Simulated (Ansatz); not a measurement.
A structure relaxed at r2SCAN-D4/def2-SVP in Ansatz, charge 0, singlet:

```xyz
8

Al    0.943   -1.526   -0.305
F     1.966   -0.511    0.513
F     1.473   -3.023   -0.752
S    -1.043   -0.822   -0.743
Si   -0.844    1.137    0.175
H    -0.570    1.019    1.634
H    -2.160    1.798   -0.042
H     0.235    1.927   -0.480
```

(1) Give its formula, name or SMILES and point group.

(2) Summarise the bond lengths by kind (pairs closer than 1.2 times the sum of covalent radii, bridged metal pairs left out).

Results:

(1) (F)2Al-S-SiH3 (AlSiH₃SF₂). Point group Cs (tolerance 0.1 Å).

(2) 2 × Al–F 1.65 to 1.66 Å; 1 × S–Si 2.17 Å; 1 × Al–S 2.15 Å; 3 × H–Si 1.49 Å.
